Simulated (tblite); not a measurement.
C₂H₁₁ClO₂Si₃.
SMILES with atom numbers: `[CH3:1][CH2:2][O:3][Si@@H:4]([O:5][SiH3:6])[SiH2:7][Cl:8]` (hydrogens: H9, H10, H11 on C1; H12, H13 on C2; H14 on Si4; H15, H16, H17 on Si6; H18, H19 on Si7)

The geometry is computed with GFN2-xTB (gas phase).

(1) What internal coordinates does the optimisation give?

## Answers

(1) 
```tsv
bond	length (Å)	order
C1–C2	1.520	single
C2–O3	1.403	single
O3–Si4	1.618	single
Si4–O5	1.628	single
O5–Si6	1.620	single
Si4–Si7	2.283	single
Si7–Cl8	2.023	single
C1–H9, C1–H10, C1–H11	1.087	single
C2–H12	1.096	single
C2–H13	1.096	single
Si4–H14	1.467	single
Si6–H15, Si6–H16, Si6–H17	1.462	single
Si7–H18	1.468	single
Si7–H19	1.473	single
```

Bonds in one row agree within 0.01 Å and their mean is given. Orders are formal, as drawn. A selection of angles:
```tsv
angle	degrees
C1–C2–O3	109.9
C2–O3–Si4	128.0
O3–Si4–O5	110.7
O3–Si4–Si7	99.5
O5–Si4–Si7	112.6
Si4–O5–Si6	156.8
Si4–Si7–Cl8	109.2
```

Dihedral angles: C1–C2–O3–Si4 -158° (antiperiplanar); C2–O3–Si4–O5 47° (synclinal); O3–Si4–O5–Si6 60° (synclinal); O3–Si4–Si7–Cl8 168° (antiperiplanar).

Si7 (chlorine-bound silicon) is distorted tetrahedral (angles from 104.8° to 117.1°). Si6 (oxygen-bound silicon) is distorted tetrahedral (angles from 104.3° to 113.3°). Si4 (oxygen-bound silicon) is distorted tetrahedral (angles from 99.5° to 122.2°). Of the pairs four or more bonds apart, O5···H13 is among the closest relative to their van der Waals radii: 2.81 Å, 103 % of the sum of Bondi's values.

Point group: C1 (no symmetry element, even within 0.4 Å). GFN2-xTB frequencies show an imaginary mode (22i cm⁻¹), so the point is no minimum at that level. 3 starts were optimised and ended at 0.00, 0.00 and 0.15 kcal/mol (GFN2-xTB); the lowest of these is shown.

Hardware: one thread of an Intel Xeon at 2.50 GHz, no GPU (shared host). Cost: 7.2 s wall, 5.7 s CPU. These figures are those of the optimisation.
